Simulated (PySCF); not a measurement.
Si(H)(Cl)(Br)(NH2) (BrClH₃NSi), SMILES Br[SiH](Cl)N. Atoms are numbered in the order given.

```xyz
7

Si     0.3249    -0.6462     0.5226
N      1.9972    -0.8202     0.2168
Cl    -0.9024    -1.9235    -0.5751
Br    -0.2319     1.4430    -0.0260
H      0.0419    -0.9057     1.9486
H      2.4900    -1.6439     0.5515
H      2.3987    -0.4671    -0.6470
```
Charge 0, spin multiplicity 1.

Geometry: B3LYP-D3(BJ)/def2-SVP. This is a generated structure with no PubChem entry under its InChIKey; it may be hypothetical. The values are those of a single conformer.

Computed with PySCF with PBE/def2-TZVP.

```
Item                                                                                                            Value
---------------------------------------------------------------------------------------------  ----------------------
total energy                                                                                      -3379.79554 hartree
highest occupied level                                                                                       -6.72 eV
lowest empty level                                                                                           -0.97 eV
orbital gap                                                                                                   5.75 eV
dipole moment                                                                                                  2.35 D
quadrupole, principal values (traceless, Buckingham form, about the centre of nuclear charge)   -8.57, 0.76, 7.81 D·Å
mean static polarisability                                                                       64.6 bohr³ (9.57 Å³)
polarisability, principal values                                                               53.6, 64.8, 75.4 bohr³
```
